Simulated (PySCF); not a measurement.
**Two-component Hartree-Fock for Tm⁵⁶⁺ (thulium, charge +56)**

Start: [Ne] 3s2 3p1; 3p1/2 filled at m_j = +1/2. Calculated with PySCF 2.14 in an even-tempered Gaussian basis (18 s from 16 bohr⁻², ratio 2.4; 14 p from 21 bohr⁻², ratio 2.4; 4 d from 71 bohr⁻², ratio 2.6; 4 f from 110 bohr⁻², ratio 2.6): generalised Hartree-Fock with the X2C-1e Hamiltonian and a Gaussian nucleus; one run each with spin-orbit coupling (SO) switched off, then screened by Boettger's factors.

| spinor shell | electrons | ε, spin-free (eV) | ε, screened SO (eV) | weight of nominal j (screened SO) | rms radius, screened SO (bohr) |
| --- | --- | --- | --- | --- | --- |
| 1s1/2 | 2 | -64093.6 | -64075.2 | 1.000 | 0.0227 |
| 2s1/2 | 2 | -14361.5 | -14354.3 | 1.000 | 0.0902 |
| 2p1/2 | 2 | -13191.9 | -13909.0 | 1.000 | 0.0768 |
| 2p3/2 | 4 | -13191.9 | -12888.2 | 1.000 | 0.0834 |
| 3s1/2 | 2 | -5796.8 | -5794.2 | 1.000 | 0.216 |
| 3p1/2 | 1 | -5475.1 | -5662.0 | 1.000 | 0.204 |

```tsv
quantity	spin-free	screened SO
E (hartree)	-10113.25783	-10129.67748
M_J	1/2	1/2
⟨J²⟩	1.098	0.750
⟨L²⟩	2.001	2.021
⟨S²⟩	0.750	0.770
```

Each row is a mean over spinors that exchange with the open shell spreads, by up to 19.207 eV (2p1/2).

Breit and QED terms are absent; they matter most for the inner s and p1/2 levels.

Densities and radii are taken from the X2C orbitals without a picture-change correction, which distorts them close to the nucleus.

Without spin-orbit coupling the j labels of p, d and f shells carry no meaning; the spin-free column gives the mean over the occupied spinors of each nl shell, and its ⟨J²⟩ belongs to a mixture of degenerate components.
